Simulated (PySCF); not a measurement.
**Relaxation of quintet TcCl3**

Computed with PySCF, UPBE0, basis Tc def2-SVP with ECP28, Cl def2-SVP (scalar-relativistic core potentials, no spin–orbit coupling, density fitting). A (50,194) grid was used.

A start displaced from a saddle point along its imaginary mode, of Cs symmetry, held to at least that symmetry:

Coordinates in bohr (charge 0 multiplicity 5):
```
Tc    0.2259   -0.1886    0.0000
Cl    4.5329    0.4722   -0.0001
Cl   -2.2937    3.2202    0.0000
Cl   -2.8782   -3.1591    0.0000
```

Optimiser trace:
```csv
step,E − E(last) (kJ/mol),largest gradient (Eh/bohr)
0,3.28,0.00773
1,2.44,0.00245
2,1.95,0.00161
3,1.24,0.00426
4,0.28,0.00366
5,0.09,0.00226
6,0.01,0.00086
7,0.00,0.00019
8,0.00,0.00012
```

It ends at C2v with Tc–Cl 2.230 Å, Tc–Cl 2.276 Å (×2); Cl–Tc–Cl 104.5° (×2), Cl–Tc–Cl 150.9° (after a last refinement on a finer grid). No frequency check is given, so it may be a saddle point.

Final geometry:
Z-matrix (Å, degrees; charge 0 multiplicity 5):
```
Tc
Cl 1 2.2761
Cl 1 2.2303 2 104.54
Cl 1 2.2761 2 150.93 3 180.00
```

Open d and f shells are described by one determinant, and the ground state may have another occupation or spin.

The relaxation took about 70 core-seconds on a shared host.
